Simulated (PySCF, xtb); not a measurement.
C2H9FSi3, SMILES C[Si]1(F)[SiH2]C[SiH2]1.

GFN2-xTB run with xtb at its own geometry gives an orbital gap of 3.44 eV and a dipole moment of 1.52 D.

Coordinates come from a ωB97X-D3(BJ)/def2-SVP optimisation. This is a generated structure with no PubChem entry under its InChIKey; it may be hypothetical.

**Question.** What does PySCF with HF/def2-TZVP give? (Estimate from the structure and the level; the computed values follow.)

**Answer.** gap 11.80 eV (levels -9.40 and 2.40 eV), dipole 1.33 D.
